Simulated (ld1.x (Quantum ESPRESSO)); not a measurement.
LDA (PZ) TM dataset for hafnium (Hf), scalar-relativistic all-electron reference.

ld1.x (Quantum ESPRESSO) 7.5 was run on this input:

```
&input
   title='Hf', zed=72., rel=1, dft='PZ', iswitch=3,
   config='[Xe] 4f14 5d2 6s1 6p1',
   nld=3, rlderiv=3.20, eminld=-2.0, emaxld=5.0, deld=0.02
 /
 &inputp
   pseudotype=2, tm=.true., lloc=2,
   nlcc=.false.,
   file_pseudopw='Hf.UPF', file_wfcaegen='ae.wfc', file_wfcncgen='nc.wfc', file_beta='beta', file_chi='chi'
 /
3
6S  1  0   1.00   0.00  2.95  2.95  0.0
6P  2  1   1.00   0.00  2.95  2.95  0.0
5D  3  2   2.00   0.00  1.95  1.95  0.0
 &test
   configts(1)='5d2 6s1 6p1'
 /
```

Command:

```bash
ld1.x < Hf.in > Hf.out
```

Output (shortened: banner, matrices, multipoles, cross overlaps and the repeated all-electron block are left out):

```
Program LD1 v.7.5
     --------------------------- All-electron run ----------------------------

     Hf
     scalar relativistic calculation

     atomic number is 72.00
     dft =PZ   lsd =0 sic =0 latt =0  beta=0.20 tr2=1.0E-14
     Exchange-correlation= PZ
                           (   1   1   0   0   0   0   0)
     mesh =1271 r(mesh) =  99.31870 a.u. xmin = -7.00 dx = 0.01250
     1 Ry =  13.60569312 eV, c = 137.03599908

     n l     nl                  e(Ry)          e(Ha)          e(eV)
     1 0     1S 1( 2.00)     -4794.5884     -2397.2942    -65233.6984
     2 0     2S 1( 2.00)      -820.1398      -410.0699    -11158.5698
     2 1     2P 1( 6.00)      -720.4172      -360.2086     -9801.7751
     3 0     3S 1( 2.00)      -186.9145       -93.4572     -2543.1007
     3 1     3P 1( 6.00)      -157.1279       -78.5640     -2137.8340
     4 0     4S 1( 2.00)       -37.6945       -18.8473      -512.8601
     4 1     4P 1( 6.00)       -27.9179       -13.9589      -379.8424
     3 2     3D 1(10.00)      -121.8134       -60.9067     -1657.3555
     5 0     5S 1( 2.00)        -5.0459        -2.5230       -68.6536
     5 1     5P 1( 6.00)        -2.7331        -1.3666       -37.1858
     4 2     4D 1(10.00)       -15.2842        -7.6421      -207.9516
     4 3     4F 1(14.00)        -1.3609        -0.6805       -18.5165
     5 2     5D 1( 2.00)        -0.3006        -0.1503        -4.0902
     6 0     6S 1( 1.00)        -0.4556        -0.2278        -6.1982
     6 1     6P 1( 1.00)        -0.1587        -0.0794        -2.1596

     final scf error:  6.1E-15 reached in  26 iterations

     Etot =  -30138.121811 Ry,  -15069.060906 Ha, -410050.036665 eV

     Ekin =   33018.167326 Ry,   16509.083663 Ha,  449235.052115 eV
     Encl =  -74363.600621 Ry,  -37181.800311 Ha,-1011768.329575 eV
     Eh   =   11804.347957 Ry,    5902.173978 Ha,  160606.335818 eV
     Exc  =    -597.036472 Ry,    -298.518236 Ha,   -8123.095022 eV

     normalization and overlap integrals

     s(1S/1S) =  1.000000  <r> =   0.0190  <r2> =    0.0005  r(max) =   0.0120
     s(2S/2S) =  1.000000  <r> =   0.0804  <r2> =    0.0076  r(max) =   0.0679
     s(2P/2P) =  1.000000  <r> =   0.0717  <r2> =    0.0063  r(max) =   0.0556
     s(3S/3S) =  1.000000  <r> =   0.2088  <r2> =    0.0499  r(max) =   0.1917
     s(3P/3P) =  1.000000  <r> =   0.2087  <r2> =    0.0505  r(max) =   0.1893
     s(4S/4S) =  1.000000  <r> =   0.4685  <r2> =    0.2479  r(max) =   0.4375
     s(4P/4P) =  1.000000  <r> =   0.4979  <r2> =    0.2822  r(max) =   0.4599
     s(3D/3D) =  1.000000  <r> =   0.1890  <r2> =    0.0419  r(max) =   0.1550
     s(5S/5S) =  1.000000  <r> =   1.1342  <r2> =    1.4485  r(max) =   1.0109
     s(5P/5P) =  1.000000  <r> =   1.3418  <r2> =    2.0492  r(max) =   1.1599
     s(4D/4D) =  1.000000  <r> =   0.5354  <r2> =    0.3327  r(max) =   0.4716
     s(4F/4F) =  1.000000  <r> =   0.6770  <r2> =    0.5946  r(max) =   0.4542
     s(5D/5D) =  1.000000  <r> =   2.3874  <r2> =    7.0367  r(max) =   1.6876
     s(6S/6S) =  1.000000  <r> =   3.3466  <r2> =   12.7554  r(max) =   2.8175
     s(6P/6P) =  1.000000  <r> =   4.8186  <r2> =   26.8311  r(max) =   3.9485

     ------------------------ End of All-electron run ------------------------

     --------------------- Generating NC pseudopotential ---------------------

      Generating local pot.: lloc=2, matching radius rcloc =   1.9500

      Wfc   6S  rcut= 2.925  Using Troullier-Martins method

      Wfc   6P  rcut= 2.925  Using Troullier-Martins method

     ------------------- End of pseudopotential generation -------------------

     Computing logarithmic derivative in   3.21267
     Computing logarithmic derivative in   3.21267
     Computing the partial wave expansion
     R is outside the sphere for l=    0 j= 0.00
     R is outside the sphere for l=    1 j= 0.00
       no projector for channel:   2

     ---------------------- Testing the pseudopotential ----------------------

     Hf
     scalar relativistic calculation

     atomic number is 72.00   valence charge is  4.00
     dft =PZ   lsd =0 sic =0 latt =0  beta=0.20 tr2=1.0E-14
     mesh =1271 r(mesh) =  99.31870 xmin = -7.00 dx = 0.01250

     n l     nl             e AE (Ry)        e PS (Ry)    De AE-PS (Ry)
     3 2     5D   1( 2.00)       -0.30062       -0.30062       -0.00000
     1 0     6S   1( 1.00)       -0.45556       -0.45556        0.00000
     2 1     6P   1( 1.00)       -0.15873       -0.15872       -0.00000

     eps = 6.1E-16  iter =  6

     Etot =  -30138.121811 Ry,  -15069.060906 Ha, -410050.036665 eV
     Etotps =    -5.312441 Ry,      -2.656221 Ha,     -72.279448 eV

     Ekin =       5.335827 Ry,       2.667914 Ha,      72.597628 eV
     Encl =     -14.225875 Ry,      -7.112937 Ha,    -193.552889 eV
     Ehrt =       4.555363 Ry,       2.277682 Ha,      61.978875 eV
     Ecxc =      -1.520193 Ry,      -0.760096 Ha,     -20.683274 eV
     Epseu=       0.542436 Ry,       0.271218 Ha,       7.380212 eV

     ---------------------- End of pseudopotential test ----------------------
```

Note: ghost states, extra bound levels that the all-electron valence spectrum of the same l lacks: s at -40.5 eV, p at -5.7 eV. A true bound ghost makes a file unfit for plane-wave use.

Generation and configuration tests took about 2.3 s on one core of a shared server CPU.

Transferability test of the new file with ld1.x, input:

```
&input
   title='Hf', zed=72., rel=1, dft='PZ', iswitch=2,
   config='[Xe] 4f14 5d2 6s1 6p1'
 /
 &test
   file_pseudo='Hf.UPF', nconf=10,
   configts(1)='5d2 6s1 6p1',
   configts(2)='5d2 6s2 6p0',
   configts(3)='5d2 6s1 6p0',
   configts(4)='5d2 6s0 6p0',
   configts(5)='5d2 6s0 6p2',
   configts(6)='5d1 6s0 6p0',
   configts(7)='5d2 6s0 6p1',
   configts(8)='5d2.5 6s1.5 6p0',
   configts(9)='5d2 6s1 6p1', lsdts(9)=1,
   configts(10)='5d2 6s2 6p0', lsdts(10)=1
 /
```

```bash
ld1.x < Hf.test.in > Hf.test.out
```

Pseudopotential blocks of its output, shortened (energy terms left out; the distinct warnings before each block abridged to one line each):

```
     ---------------------- Testing the pseudopotential ----------------------

     n l     nl             e AE (Ry)        e PS (Ry)    De AE-PS (Ry)
     3 2     5D   1( 2.00)       -0.30062       -0.30062       -0.00000
     1 0     6S   1( 1.00)       -0.45556       -0.45556        0.00000
     2 1     6P   1( 1.00)       -0.15873       -0.15872       -0.00000

     eps = 7.3E-16  iter =  6

     Etot =  -30138.121811 Ry,  -15069.060906 Ha, -410050.036665 eV
     Etotps =    -5.312441 Ry,      -2.656221 Ha,     -72.279448 eV

     ---------------------- End of pseudopotential test ----------------------

          ---------------------- Testing the pseudopotential ----------------------

     n l     nl             e AE (Ry)        e PS (Ry)    De AE-PS (Ry)
     3 2     5D   1( 2.00)       -0.21114       -0.21102       -0.00012
     1 0     6S   1( 2.00)       -0.38723       -0.38845        0.00121
     2 1     6P   1( 0.00)       -0.10797       -0.10788       -0.00009

     eps = 6.2E-15  iter = 11

     Etot =  -30138.409397 Ry,  -15069.204699 Ha, -410053.949474 eV
     Etotps =    -5.600653 Ry,      -2.800326 Ha,     -76.200760 eV
     dEtot_ae =      -0.287586 Ry
     dEtot_ps =      -0.288211 Ry,   Delta E=       0.000625 Ry

     ---------------------- End of pseudopotential test ----------------------

          ---------------------- Testing the pseudopotential ----------------------

     n l     nl             e AE (Ry)        e PS (Ry)    De AE-PS (Ry)
     3 2     5D   1( 2.00)       -0.69706       -0.69635       -0.00071
     1 0     6S   1( 1.00)       -0.82771       -0.82667       -0.00104
     2 1     6P   1( 0.00)       -0.47939       -0.47841       -0.00098

     eps = 5.8E-15  iter =  9

     Etot =  -30137.806834 Ry,  -15068.903417 Ha, -410045.751188 eV
     Etotps =    -4.997528 Ry,      -2.498764 Ha,     -67.994826 eV
     dEtot_ae =       0.314977 Ry
     dEtot_ps =       0.314914 Ry,   Delta E=       0.000063 Ry

     ---------------------- End of pseudopotential test ----------------------

          Warning: n=2, l=1 expected 0 nodes, found 1
     ---------------------- Testing the pseudopotential ----------------------

     n l     nl             e AE (Ry)        e PS (Ry)    De AE-PS (Ry)
     3 2     5D   1( 2.00)       -1.25073       -1.24441       -0.00631  !
     1 0     6S   1( 0.00)       -1.30828       -1.29801       -0.01027  !
     2 1     6P   1( 0.00)       -0.89133       -0.89133        0.00000

     eps = 2.1E-16  iter =  7

     Etot =  -30136.740928 Ry,  -15068.370464 Ha, -410031.248794 eV
     Etotps =    -3.935863 Ry,      -1.967932 Ha,     -53.550148 eV
     dEtot_ae =       1.380883 Ry
     dEtot_ps =       1.376578 Ry,   Delta E=       0.004305 Ry

     ---------------------- End of pseudopotential test ----------------------

          ---------------------- Testing the pseudopotential ----------------------

     n l     nl             e AE (Ry)        e PS (Ry)    De AE-PS (Ry)
     3 2     5D   1( 2.00)       -0.38134       -0.38429        0.00295
     1 0     6S   1( 0.00)       -0.51402       -0.51405        0.00003
     2 1     6P   1( 2.00)       -0.19912       -0.19943        0.00031

     eps = 6.8E-15  iter = 11

     Etot =  -30137.815903 Ry,  -15068.907951 Ha, -410045.874569 eV
     Etotps =    -5.006663 Ry,      -2.503331 Ha,     -68.119117 eV
     dEtot_ae =       0.305908 Ry
     dEtot_ps =       0.305779 Ry,   Delta E=       0.000130 Ry

     ---------------------- End of pseudopotential test ----------------------

          Warning: n=1, l=0 expected 0 nodes, found 1
     ---------------------- Testing the pseudopotential ----------------------

     n l     nl             e AE (Ry)        e PS (Ry)    De AE-PS (Ry)
     3 2     5D   1( 1.00)       -2.01572       -1.98086       -0.03486  !
     1 0     6S   1( 0.00)       -1.91984       -1.94089        0.02104  !
     2 1     6P   1( 0.00)       -1.41460       -1.41460        0.00000

     eps = 9.7E-15  iter =  6

     Etot =  -30135.116480 Ry,  -15067.558240 Ha, -410009.147058 eV
     Etotps =    -2.327798 Ry,      -1.163899 Ha,     -31.671305 eV
     dEtot_ae =       3.005331 Ry
     dEtot_ps =       2.984643 Ry,   Delta E=       0.020687 Ry

     ---------------------- End of pseudopotential test ----------------------

          BEWARE! Errors in PS-KS equations
     Warning: n=3, l=2 expected 0 nodes, found 1
     ---------------------- Testing the pseudopotential ----------------------

     n l     nl             e AE (Ry)        e PS (Ry)    De AE-PS (Ry)
     3 2     5D   1( 2.00)       -0.78216       -1.24441        0.46225  !
     1 0     6S   1( 0.00)       -0.89051       -1.15767        0.26715  !
     2 1     6P   1( 1.00)       -0.53287       -0.56711        0.03424  !

     eps = 8.6E-15  iter = 39

     Etot =  -30137.454415 Ry,  -15068.727208 Ha, -410040.956280 eV
     Etotps =    -4.502972 Ry,      -2.251486 Ha,     -61.266050 eV
     dEtot_ae =       0.667396 Ry
     dEtot_ps =       0.809470 Ry,   Delta E=      -0.142074 Ry

     ---------------------- End of pseudopotential test ----------------------

          ---------------------- Testing the pseudopotential ----------------------

     n l     nl             e AE (Ry)        e PS (Ry)    De AE-PS (Ry)
     3 2     5D   1( 2.50)       -0.18180       -0.18206        0.00026
     1 0     6S   1( 1.50)       -0.37259       -0.37313        0.00054
     2 1     6P   1( 0.00)       -0.10298       -0.10208       -0.00091

     eps = 2.3E-15  iter =  9

     Etot =  -30138.317677 Ry,  -15069.158838 Ha, -410052.701556 eV
     Etotps =    -5.508443 Ry,      -2.754221 Ha,     -74.946181 eV
     dEtot_ae =      -0.195866 Ry
     dEtot_ps =      -0.196001 Ry,   Delta E=       0.000135 Ry

     ---------------------- End of pseudopotential test ----------------------

          ---------------------- Testing the pseudopotential ----------------------

     n l     nl             e AE (Ry)        e PS (Ry)    De AE-PS (Ry)
     3 2     5D   1( 2.00)       -0.33172       -0.35452        0.02280  !
     1 0     6S   1( 1.00)       -0.49214       -0.49390        0.00176
     2 1     6P   1( 1.00)       -0.18273       -0.18077       -0.00196
     3 2     5D   2( 0.00)       -0.20617       -0.06185       -0.14432  !
     1 0     6S   2( 0.00)       -0.34128       -0.23738       -0.10391  !
     2 1     6P   2( 0.00)       -0.07395       -0.07395        0.00000

     eps = 9.2E-15  iter = 17

     Etot =  -30138.232375 Ry,  -15069.116188 Ha, -410051.540965 eV
     Etotps =    -5.503454 Ry,      -2.751727 Ha,     -74.878302 eV
     dEtot_ae =      -0.110564 Ry
     dEtot_ps =      -0.191012 Ry,   Delta E=       0.080448 Ry

     ---------------------- End of pseudopotential test ----------------------

          ---------------------- Testing the pseudopotential ----------------------

     n l     nl             e AE (Ry)        e PS (Ry)    De AE-PS (Ry)
     3 2     5D   1( 2.00)       -0.23595       -0.25896        0.02301  !
     1 0     6S   1( 1.00)       -0.40699       -0.41141        0.00442
     2 1     6P   1( 0.00)       -0.11727       -0.11712       -0.00015
     3 2     5D   2( 0.00)       -0.17093       -0.09520       -0.07573  !
     1 0     6S   2( 1.00)       -0.35673       -0.33654       -0.02020  !
     2 1     6P   2( 0.00)       -0.09352       -0.09352        0.00000

     eps = 1.6E-15  iter = 14

     Etot =  -30138.441789 Ry,  -15069.220895 Ha, -410054.390187 eV
     Etotps =    -5.679330 Ry,      -2.839665 Ha,     -77.271223 eV
     dEtot_ae =      -0.319978 Ry
     dEtot_ps =      -0.366889 Ry,   Delta E=       0.046911 Ry

     ---------------------- End of pseudopotential test ----------------------
```
